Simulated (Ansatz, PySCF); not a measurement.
GeF₃Br, SMILES [F][Ge]([F])([Br])[F]. Atoms are numbered in the order given.

```xyz
5

F     -1.3731     0.7928     1.2996
Ge     0.0000     0.0000     0.6667
F      0.0000    -1.5856     1.2996
F      1.3731     0.7928     1.2996
Br     0.0000     0.0000    -1.5738
```

Geometry: PBE0-D3(BJ)/def2-SVP.

Two levels are set side by side: PBE-D3(BJ)/def2-SVP (Ansatz, a program for electronic structure) and PBE0-D3(BJ)/def2-SVP (Ansatz). Each level has its own optimised geometry; the coordinates shown are those of the second. Frequencies come from the Hessian of PySCF at each geometry. Differences are taken from unrounded values.

```tsv
quantity	PBE0-D3(BJ)	PBE-D3(BJ)	PBE-D3(BJ) minus PBE0-D3(BJ)
mean bond length (Å)	1.841	1.863	0.023
bond F1–Ge2 (Å)	1.707	1.729	0.022
bond Ge2–F3 (Å)	1.707	1.729	0.022
bond Ge2–F4 (Å)	1.707	1.729	0.022
bond Ge2–Br5 (Å)	2.241	2.266	0.026
highest harmonic wavenumber (cm⁻¹)	786	746	-40
mean harmonic wavenumber (cm⁻¹)	410	388	-22
zero-point energy (kcal/mol)	5.27	4.99	-0.28
```

Exact exchange shortens and stiffens bonds; PBE has none. Differences between two approximate levels are no errors against the true value.
